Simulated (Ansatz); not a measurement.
C2H5NSi can be A, `C1=N[SiH2]C1`, or B, `N=C1C[SiH2]1`.

Isolated molecules relaxed with PBE0-D4/def2-TZVP in Ansatz; ΔE leaves out vibrations. CCSD(T)/CBS is the MP2 limit (def2-TZVPP, def2-QZVPP) plus CCSD(T) − MP2 in def2-TZVPP, frozen cores. Functionals use def2-TZVPP. B3LYP here is the variant with VWN-RPA as its local correlation; programs differ in this. One conformer a species, not always the lowest.

Question: Which is lower in electronic energy at CCSD(T)/CBS, and by how much? (Estimate.)

Answer: Computed: A, by 33.5 kcal/mol.

Question: Give E(B) − E(A) in kcal/mol with ωB97M-V, B3LYP-D4, B3LYP, B2PLYP, BLYP-D4, LDA (SPW92), MP2/def2-TZVPP. (Best estimate.)

Answer: The calculation gave: ωB97M-V 33.2, B3LYP-D4 30.6, B3LYP 30.4, B2PLYP 32.4, BLYP-D4 28.0, LDA (SPW92) 28.2, MP2/def2-TZVPP 34.7. None reverses the order clearly.

Question: Does the order hold for the free energy at 298.15 K (harmonic terms from PBE0-D4)? (Best estimate.)

Answer: The calculation gave: Yes: G(B) − G(A) = +32.0 kcal/mol, for one conformer each.

Largest T1 diagnostic: 0.014.

From r2SCAN to r2SCAN0 (25 % exact exchange), in def2-TZVPP and without D4, E(B) − E(A) moves by +2.3 kcal/mol. At CCSD(T), def2-SVP lies −2.4 kcal/mol from the extrapolated value and def2-TZVPP −0.2 kcal/mol.
